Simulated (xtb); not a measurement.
Mo(NH)2(F)(Me) (CH₅FMoN₂), SMILES [CH3][Mo](=[NH])(=[NH])[F], multiplicity 1. All values are semi-empirical tight-binding results from xtb (GFN2-xTB unless named), good for trends rather than for accurate numbers. Coordinates come from a GFN2-xTB optimisation. The spin state was assumed, not searched. The structure was generated by enumeration; whether it is a known compound was not checked.

For metal compounds this method's bond lengths and energies can be far off.

Computed properties:
The orbital gap is 2.36 eV and the zero-point energy is 39.0 kcal/mol. The G − E(el) at 298.15 K (modified RRHO) is 18.5 kcal/mol.
